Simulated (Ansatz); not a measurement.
Reaction (SMILES): [Si](Br)Br (closed-shell singlet) → 2 Br atom + Si atom
B3LYP-D3(BJ)/def2-TZVP geometries, fixed; electronic energies without zero-point terms.

Energies in hartree at wB97M-V with Ansatz (a first-principles code); the atomisation energy is their sum with the coefficients shown, times 627.509 kcal/mol a hartree. All functions are spherical. The program fits the integrals of some runs and decomposes those of others, by size. Open shells are unrestricted. The functional holds VV10 correlation; no added dispersion term, no relativity.

```csv
species,coefficient,part,aug-cc-pV(D+d)Z,aug-cc-pV(T+d)Z,aug-cc-pV(Q+d)Z
Br[Si]Br (closed-shell singlet),-1,wB97M-V,-5437.52377,-5437.67450,-5437.68196
Br atom,+2,wB97M-V,-2573.94376,-2574.01492,-2574.01722
Si atom,+1,wB97M-V,-289.35220,-289.35796,-289.36067
```

Problem. Predict the atomisation energy in aug-cc-pV(5+d)Z (X = 5): let each wB97M-V step shrink by the ratio of the last two. Compare with the run.

Solution. 
- Br[Si]Br (closed-shell singlet): steps -0.15073 and -0.00746, ratio 0.049, so wB97M-V -5437.68233 (run: -5437.68795).
- Br atom: steps -0.07116 and -0.00230, ratio 0.032, so wB97M-V -2574.01729 (run: -2574.01974).
- Si atom: steps -0.00576 and -0.00271, ratio 0.470, so wB97M-V -289.36194 (run: -289.36168).
Predicted 179.35 kcal/mol; the run in aug-cc-pV(5+d)Z gives 179.96, a miss of -0.61. Keeping the value in aug-cc-pV(Q+d)Z, 180.00, would miss by 0.04. All sums are of the energies as printed.
